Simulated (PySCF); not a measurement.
## Cu⁺: ionisation energy

Cu⁺ [Ar] 3d10 (1S) → Cu²⁺ [Ar] 3d9 (2D), as a difference of total energies. Computed with PySCF 2.14 in dyall-av2z, with no relativity, point nucleus. Correlated levels: valence: [Ar] frozen; virtual orbitals above 40 to 60 times the deepest correlated orbital energy dropped. The calculations carry no spin-orbit coupling.

Order these methods by the ionisation energy they give, lowest first.
A. MP2 (valence)
B. CCSD(T) (valence)
C. CCSD (valence)
D. SCS-MP2 (valence)

C (19.842 eV), B (20.057 eV), D (20.393 eV), A (20.813 eV).

A first-order spin-orbit estimate (lowest level to lowest level, LS coupling) adds -0.105 eV.

These non-relativistic numbers lack the scalar-relativistic shift.

Errors of the correlated levels include the incompleteness of this basis and the frozen core.

For comparison: 20.292 eV (measured; NIST Atomic Spectra Database, ionization energies).
